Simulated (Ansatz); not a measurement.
Consider the atomization: `COC(F)[SeH]` → 2 C• + F• + 5 H• + O• + Se•.

Gas-phase electronic energies from Ansatz, PBE0-D4/def2-TZVP geometries. CCSD(T)/CBS is the MP2 limit (def2-TZVPP, def2-QZVPP) plus CCSD(T) − MP2 in def2-TZVPP, frozen cores. This one scheme is used for every species, atoms too. Open shells (•) are unrestricted, without spin–orbit coupling. Spin–orbit coupling would lower the free atoms: a little for C, F, O; clearly for Se. Bonds to Se are less sure, by a few kJ/mol each and by 10 to 20 or more in all where they break to atoms, as the def2 sets lack core-valence functions. Scalar relativity is left out up to krypton. Each species was taken in one conformer, which may not be the lowest.

`COC(F)[SeH]`:

```xyz
10

C     0.996    0.201    1.076
O     0.360    0.548   -0.147
C    -0.792   -0.131   -0.369
F    -1.800    0.313    0.458
Se   -1.425    0.193   -2.197
H     1.943    0.735    1.094
H     0.389    0.502    1.933
H     1.185   -0.878    1.123
H    -0.686   -1.205   -0.179
H    -0.169   -0.277   -2.792
```

```json
{"species": "`COC(F)[SeH]`", "MP2/CBS(def2) energy (Eh)": "-2654.68341"}
{"species": "C•", "MP2/CBS(def2) energy (Eh)": "-37.76950"}
{"species": "F•", "MP2/CBS(def2) energy (Eh)": "-99.65324"}
{"species": "H•", "MP2/CBS(def2) energy (Eh)": "-0.50000"}
{"species": "O•", "MP2/CBS(def2) energy (Eh)": "-74.98686"}
{"species": "Se•", "MP2/CBS(def2) energy (Eh)": "-2400.61553"}
```

**Question.** Work out ΔE.

**Answer.** ΔE = 5 × (-0.50000) + 2 × (-37.76950) + (-99.65324) + (-74.98686) + (-2400.61553) − (-2654.68341) = 1.38878 Eh = +3646.2 kJ/mol. CCSD(T)/CBS gives +3571.6 kJ/mol.

Largest T1 diagnostic among the species: 0.011.

The D4 term adds +29.5 kJ/mol with B3LYP and +15.4 kJ/mol with PBE0; it sums over pairs of atoms, weighted by their polarisabilities, and B3LYP, whose exchange is more repulsive, gets the larger term. From PBE to PBE0 (25 % exact exchange), in def2-TZVPP and without D4, ΔE moves by −98.9 kJ/mol: exact exchange takes away binding that semilocal exchange gives to molecules. In def2-TZVPP, CCSD(T) changes the Hartree–Fock value by +1020.0 kJ/mol (the triples alone add +65.7 kJ/mol) and MP2 by +1094.6 kJ/mol; breaking electron pairs costs correlation energy, which Hartree–Fock lacks.

B3LYP here is the variant with VWN-RPA as its local correlation; programs differ in this.

For atomizations the MP2-based limit and the directly extrapolated one differ by several kJ/mol either way, and by 10 to 25 for some Ge, Se and Sn compounds, so smaller differences from it don't rank the levels.
